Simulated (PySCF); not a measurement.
A PySCF script (with the pyscf-properties extension) for the NMR shieldings of SMILES CC[C@@H](C)C[C@@H](C)C(C)C, C₁₀H₂₂, on a PBE0-D3(BJ)/def2-SVP geometry:

```python
import basis_set_exchange as bse
import numpy as np
from pyscf import gto, dft
from pyscf.prop import nmr

atoms = """
C     2.512198   -1.485786    1.655036
C     2.669004   -0.644361    0.397420
C     1.408673    0.104937   -0.048929
C     1.734444    1.052110   -1.198437
C     0.280661   -0.864428   -0.409564
C    -1.047352   -0.254118   -0.870216
C    -2.024957   -1.370971   -1.225719
C    -1.623506    0.771063    0.129728
C    -2.851075    1.485674   -0.427507
C    -1.916657    0.183665    1.507124
H     2.127706   -0.880980    2.492743
H     3.476810   -1.911323    1.970734
H     1.818564   -2.327888    1.510758
H     3.470073    0.097063    0.560500
H     3.018319   -1.281081   -0.436181
H     1.079377    0.716569    0.812273
H     2.579905    1.709665   -0.942880
H     0.882389    1.697123   -1.459862
H     2.013826    0.488101   -2.104278
H     0.646399   -1.532015   -1.211923
H     0.081313   -1.525786    0.450122
H    -0.852541    0.309007   -1.801106
H    -1.587468   -2.039066   -1.983650
H    -2.268462   -1.992085   -0.348832
H    -2.969053   -0.983497   -1.635769
H    -0.844703    1.542463    0.264044
H    -3.145390    2.324932    0.221728
H    -2.658491    1.891644   -1.433474
H    -3.719415    0.811736   -0.500174
H    -2.281438    0.964684    2.192226
H    -2.695019   -0.594715    1.458336
H    -1.023201   -0.265368    1.966638
"""
names = dict.fromkeys(["C", "H"], "pcSseg-1")
basis = {el: gto.basis.parse(bse.get_basis(n, elements=[el], fmt="nwchem")) for el, n in names.items()}
mol = gto.M(atom=atoms, basis=basis, charge=0, verbose=0)
mf = dft.RKS(mol, xc="PBE0")
mf.grids.level = 2
mf.grids.alignment = dft.numint.BLKSIZE   # the property module wants whole blocks of grid points
mf.conv_tol = 1e-9
mf.kernel()

calc = nmr.RKS(mf)   # GIAO
C = mf.mo_coeff
Co = C[:, mf.mo_occ > 0]
resp = mf.gen_response(singlet=True, hermi=2)
def vind(x):   # induced exchange potential for any number of trial vectors
    d = np.einsum("pi,xij,qj->xpq", C, 2 * x.reshape(-1, C.shape[1], Co.shape[1]), Co, optimize=True)
    return np.einsum("xpq,pi,qj->xij", resp(d - d.transpose(0, 2, 1)), C, Co, optimize=True).ravel()
mo1, _ = nmr.rhf.solve_mo1(calc, with_cphf=vind)
sigma = calc.kernel(mo1)
for i, s in enumerate(sigma):   # ppm
    w = np.linalg.eigvalsh((s + s.T) / 2)
    print("%2d %-2s iso %8.1f  s11 %8.1f  s22 %8.1f  s33 %8.1f" % (i, mol.atom_pure_symbol(i), w.mean(), *w))
```

**Question.** What does it print?

**Answer.** 
```
 0 C  iso    170.5  s11    156.9  s22    170.0  s33    184.6
 1 C  iso    150.2  s11    135.2  s22    143.5  s33    171.7
 2 C  iso    152.4  s11    143.6  s22    151.6  s33    161.9
 3 C  iso    162.5  s11    148.8  s22    154.0  s33    184.5
 4 C  iso    143.6  s11    117.1  s22    146.1  s33    167.5
 5 C  iso    149.2  s11    139.1  s22    145.3  s33    163.1
 6 C  iso    169.2  s11    157.3  s22    162.5  s33    187.9
 7 C  iso    156.9  s11    149.6  s22    158.9  s33    162.3
 8 C  iso    160.9  s11    140.0  s22    156.5  s33    186.2
 9 C  iso    170.3  s11    159.6  s22    164.6  s33    186.6
10 H  iso     30.6  s11     26.2  s22     29.3  s33     36.3
11 H  iso     30.2  s11     25.3  s22     27.1  s33     38.2
12 H  iso     30.1  s11     24.9  s22     30.6  s33     34.7
13 H  iso     30.0  s11     24.2  s22     29.8  s33     35.9
14 H  iso     30.4  s11     26.3  s22     29.8  s33     35.1
15 H  iso     30.1  s11     26.6  s22     30.7  s33     33.1
16 H  iso     30.4  s11     26.0  s22     27.8  s33     37.5
17 H  iso     30.0  s11     23.9  s22     30.9  s33     35.2
18 H  iso     30.8  s11     27.6  s22     28.1  s33     36.8
19 H  iso     30.9  s11     25.7  s22     31.9  s33     35.0
20 H  iso     29.8  s11     25.2  s22     31.1  s33     33.1
21 H  iso     29.9  s11     26.0  s22     29.9  s33     33.8
22 H  iso     30.7  s11     25.8  s22     28.7  s33     37.5
23 H  iso     30.6  s11     26.6  s22     29.3  s33     35.9
24 H  iso     30.2  s11     24.3  s22     29.2  s33     37.1
25 H  iso     29.8  s11     24.7  s22     30.5  s33     34.1
26 H  iso     30.2  s11     25.7  s22     27.5  s33     37.5
27 H  iso     30.5  s11     25.8  s22     28.2  s33     37.4
28 H  iso     30.3  s11     26.0  s22     29.2  s33     35.6
29 H  iso     30.6  s11     26.2  s22     27.9  s33     37.8
30 H  iso     30.7  s11     26.5  s22     29.4  s33     36.3
31 H  iso     30.3  s11     24.0  s22     30.9  s33     36.1
```

These numbers come from an equivalent density-fitted implementation of the same equations, which agrees with the script to about 0.01 ppm for H and up to a few tenths of a ppm for heavy atoms, so last digits may differ.

**Question.** Turn these shieldings into chemical shifts. Scale: ¹³C (σref 184.41) and ¹H (σref 31.27) against TMS (reference shieldings calculated alike).

**Answer.** Averaging equivalent atoms: C 4: 40.8; C 5: 35.2; C 1: 34.3; C 2: 32.0; C 7: 27.5; C 8: 23.5; C 3: 22.0; C 6: 15.2; C 9: 14.1; C 0: 13.9; H 25: 1.51; H 20: 1.48; H 21: 1.34; H 13: 1.29; H 15: 1.12; H 10/11/12: 0.98; H 26/27/28: 0.95; H 14: 0.87; H 16/17/18: 0.85; H 22/23/24: 0.76; H 29/30/31: 0.70; H 19: 0.39 ppm. 

Size and cost of the density-fitted run: 280 basis functions, 72 s wall time on 1 thread of an Arm Neoverse V2, shared host.
